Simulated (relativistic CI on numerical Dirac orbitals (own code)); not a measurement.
Co⁴⁺ in a cubic cluster: 2p photoemission with charge transfer

Computed with a charge-transfer multiplet model of a cubic metal-ligand cluster with up to one ligand hole, Slater and spin-orbit integrals from Dirac-Coulomb-Breit ions, Slater integrals scaled by 0.9. The ground state mixes d5 with configurations of k ligand holes L, whose averages lie at kΔ + k(k − 1)U_dd/2; a core hole lowers each added d electron by U_cd. 20 K, Lorentzian 0.6 eV and Gaussian 0.8 eV FWHM.

Atomic integrals in eV (Slater integrals scaled, ζ unscaled), ground: F2dd 12.224, F4dd 7.677, zeta_d 0.080; with the core hole: F2dd 13.690, F4dd 8.636, zeta_d 0.112, zeta_core 9.655, F2cd 8.309, G1cd 6.493, G3cd 3.697.

Cluster parameters (eV): Δ = 0.3, U_dd = 7.2, U_cd = 7.9, 10Dq = 0.65, 10Dq(ligand) = 0.7, final-state hopping factor = 0.9.

```csv
Case,n_d,d5,d6L,S
"V(eg) = 0.8 eV, V(t2g) = -0.41 eV",5.11,0.89,0.11,2.50
"V(eg) = 1.4 eV, V(t2g) = -0.71 eV",5.20,0.80,0.20,2.50
"V(eg) = 2 eV, V(t2g) = -1.01 eV",5.27,0.73,0.27,2.50
```

Weights, n_d and S are thermal averages at 20 K. Binding energies count from the first peak over 30 % of the highest in each spectrum, which can be another peak from case to case. The parameters are a model scan and need not match a compound or its usual spin state. Peaks in eV (height, largest 100):
- V(eg) = 0.8 eV, V(t2g) = -0.41 eV: 0.0 (43), 2.9 (100), 4.7 (76), 6.0 (55), 11.5 (18), 13.5 (12), 15.2 (22), 17.8 (19), 20.4 (45), 22.1 (47), 27.0 (6)
- V(eg) = 1.4 eV, V(t2g) = -0.71 eV: 0.0 (80), 1.9 (100), 5.9 (88), 7.7 (77), 8.9 (52), 14.3 (21), 16.8 (51), 18.4 (43), 23.2 (45), 25.0 (41), 29.7 (7)
- V(eg) = 2 eV, V(t2g) = -1.01 eV: 0.0 (100), 2.1 (90), 5.0 (28), 7.4 (51), 8.9 (43), 17.0 (52), 18.7 (45), 24.6 (21), 26.5 (21)

Curve for V(eg) = 0.8 eV, V(t2g) = -0.41 eV (points under 2 left out, the grid thinned):

| E (eV) | Intensity |
| --- | --- |
| -4.2 | 2.1 |
| -3.4 | 4.7 |
| -2.7 | 14.0 |
| -1.9 | 25.2 |
| -1.2 | 29.4 |
| -0.4 | 39.3 |
| 0.3 | 39.9 |
| 1.1 | 24.6 |
| 1.9 | 33.4 |
| 2.6 | 84.2 |
| 3.4 | 69.9 |
| 4.1 | 48.4 |
| 4.9 | 73.2 |
| 5.6 | 51.0 |
| 6.4 | 50.3 |
| 7.2 | 27.4 |
| 7.9 | 10.5 |
| 8.7 | 7.0 |
| 9.4 | 7.1 |
| 10.2 | 8.8 |
| 10.9 | 14.6 |
| 11.7 | 17.8 |
| 12.4 | 12.6 |
| 13.2 | 11.7 |
| 14.0 | 12.0 |
| 14.7 | 18.5 |
| 15.5 | 20.1 |
| 16.2 | 15.5 |
| 17.0 | 17.0 |
| 17.7 | 19.4 |
| 18.5 | 14.8 |
| 19.3 | 14.8 |
| 20.0 | 35.7 |
| 20.8 | 37.6 |
| 21.5 | 33.8 |
| 22.3 | 45.9 |
| 23.0 | 23.6 |
| 23.8 | 7.8 |
| 24.6 | 4.3 |
| 25.3 | 3.9 |
| 26.1 | 4.6 |
| 26.8 | 6.3 |
| 27.6 | 5.6 |
| 28.3 | 3.3 |
| 29.1 | 2.0 |

For the case V(eg) = 1.4 eV, V(t2g) = -0.71 eV, Δ = 0.3 eV is smaller than U_dd = 7.2 eV, the charge-transfer side of the Zaanen-Sawatzky-Allen scheme. With the core hole the average of the configuration with one ligand hole lies at Δ − U_cd = -7.6 eV before mixing: it lies below the unscreened one, so the lowest final states are mostly screened and the unscreened weight appears at higher binding energy as a satellite.

With at most 1 ligand hole the space is cut while the next configuration still counts, so covalency is underestimated, and a final configuration with one more ligand hole, which can lie low, is missing from the spectra.
